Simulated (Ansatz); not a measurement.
A CCSD(T) single point on C$_{2}$H$_{6}$GeO (`O=C[CH2][GeH3]`).

```yaml
crystal:
  periodic: [false, false, false]
  atoms:
    - {symbol: O, position_ang: [-1.860749, 0.853534, -1.269876]}
    - {symbol: C, position_ang: [-0.673743, 0.671129, -1.203772]}
    - {symbol: C, position_ang: [0.133385, 0.793105, 0.035320]}
    - {symbol: Ge, position_ang: [0.403599, -0.997573, 0.838204]}
    - {symbol: H, position_ang: [-0.103487, 0.358203, -2.106627]}
    - {symbol: H, position_ang: [1.127522, 1.190027, -0.184000]}
    - {symbol: H, position_ang: [-0.378437, 1.416454, 0.769713]}
    - {symbol: H, position_ang: [1.047089, -1.930210, -0.199980]}
    - {symbol: H, position_ang: [1.340613, -0.845135, 2.045102]}
    - {symbol: H, position_ang: [-0.952694, -1.560732, 1.278916]}
basis:
  gaussian: {orbitals: def2-TZVPP}
correlation: {method: ccsd_t}
```

```sh
$ ansatz run in.yaml --threads 4 --pin off --events-out ev --progress --plain --max-ram 10444MiB
```

Output of Ansatz, abridged:

```
Functional definition: HF
1360 factors; integrals over basis functions are off by at most 1.0e-3 eV
mean field evaluation 1: about -60664.0520 eV, gradient 3.9e1 eV
mean field evaluation 2: about -60664.2347 eV, gradient 3.9e1 eV
mean field evaluation 4: about -60667.8322 eV, gradient 4.7e0 eV
mean field evaluation 8: about -60667.9245 eV, gradient 5.0e-1 eV
mean field evaluation 16: about -60667.9268 eV, gradient 1.9e-6 eV
mean field -60667.92678666 eV, -2229.5051872121 hartree, gradient 1.9e-6 eV, S^2 0.000000; 0 other end points of the search recorded, 0 dependent functions left out
12 core orbitals not correlated: weight in the atoms' cores, before any rotation towards them, 1.000 or more for the frozen orbitals, at most 0.000 for the correlated occupied ones
reference -60667.92678666 eV, -2229.5051872121 hartree; 17, 17 occupied and 196, 196 virtual orbitals, 1360 factors
second order -22.46824088 eV of doubles, -0.00000000 eV of singles
cycle   1  -22.41335364 eV  change    5.5e-2 eV  update   1.2e-1
cycle   2  -23.09343837 eV  change   -6.8e-1 eV  update   3.7e-2
cycle   3  -23.24146160 eV  change   -1.5e-1 eV  update   1.9e-2
cycle   4  -23.22557047 eV  change    1.6e-2 eV  update   4.8e-3
cycle   5  -23.22422146 eV  change    1.3e-3 eV  update   2.3e-3
cycle   6  -23.22515234 eV  change   -9.3e-4 eV  update   6.8e-4
cycle   7  -23.22491942 eV  change    2.3e-4 eV  update   2.8e-4
cycle   8  -23.22487927 eV  change    4.0e-5 eV  update   9.5e-5
cycle   9  -23.22492701 eV  change   -4.8e-5 eV  update   4.0e-5
cycle  10  -23.22493552 eV  change   -8.5e-6 eV  update   1.8e-5
perturbative correction -0.93181591 eV, -0.0342436029 hartree
Total energy: -60692.08353809 eV, -2230.3929314530 hartree
```

Hardware: 4 threads of an Arm Neoverse V2 on a shared host. Wall time 100 s, peak host memory 3.8 GiB.

MP2 recovers 93.0 % of the CCSD(T) correlation energy and the triples give 3.9 %; T1 = 0.0135.
